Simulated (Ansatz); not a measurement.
Ansatz (a quantum-chemistry and plane-wave program) input for Ga(I)3 cation (GaI3), SMILES [I][Ga]([I])[I] (connectivity only; charge and spin as stated), charge +1, multiplicity 2, PBE0/def2-SVPD. Coordinates come from a r2SCAN-D4/def2-SVP optimisation. The spin state was assumed, not searched. The isomer is the one that the SMILES or the coordinates give; other isomers of the formula were not compared. The def2 effective core potentials stand for the cores of I; spin–orbit coupling is left out.

Ansatz 0.2 input:
```yaml
crystal:
  periodic: [false, false, false]
  atoms:
    - {symbol: Ga, position_ang: [-0.00000000, -0.00000000, 0.00000000]}
    - {symbol: I, position_ang: [-2.47266306, 0.00000000, 0.00000000]}
    - {symbol: I, position_ang: [1.23633153, 2.14138903, 0.00000000]}
    - {symbol: I, position_ang: [1.23633153, -2.14138902, 0.00000000]}
basis:
  gaussian:
    orbitals: def2-SVPD
hamiltonian:
  xc: {name: PBE0}
total_charge: 1
magnetization: {spin_polarized: true, initial_magnetization: 1}
```

Program output:

```
WARN ansatz: RAYON_NUM_THREADS=1 ignored (pool sized by the plan → 1); use --threads N
Functional definition: PBE0
integrals: 0.16 GiB planned
1687 factors; integrals over basis functions are off by at most 2.0e-4 eV
mean field: 1.89 GiB planned
mean field evaluation 1: about -76662.5323 eV, gradient 1.4e1 eV
mean field evaluation 2: about -76662.6275 eV, gradient 1.5e1 eV
mean field evaluation 4: about -76663.2046 eV, gradient 4.4e-1 eV
mean field evaluation 8: about -76663.2225 eV, gradient 3.0e-2 eV
mean field evaluation 16: about -76663.2225 eV, gradient 4.3e-5 eV
mean field evaluation 32: about -76662.8147 eV, gradient 2.5e-6 eV
mean field evaluation 64: about -76662.8928 eV, gradient 5.6e-1 eV
mean field evaluation 96: about -76662.8221 eV, gradient 2.9e-1 eV
mean field evaluation 128: about -76662.9907 eV, gradient 3.5e0 eV
mean field -76663.22246495 eV, -2817.3214613884 hartree, gradient 2.0e-6 eV, S^2 0.754129; 11 other end points of the search recorded, 0 dependent functions left out
reference -76663.22253658 eV, -2817.3214640206 hartree; 53, 52 occupied and 90, 91 virtual orbitals, 1687 factors
Total energy: -76663.22253658 eV, -2817.3214640206 hartree
```

The calculation finished and met its thresholds.

Cost: roughly 2.6 core-minutes.
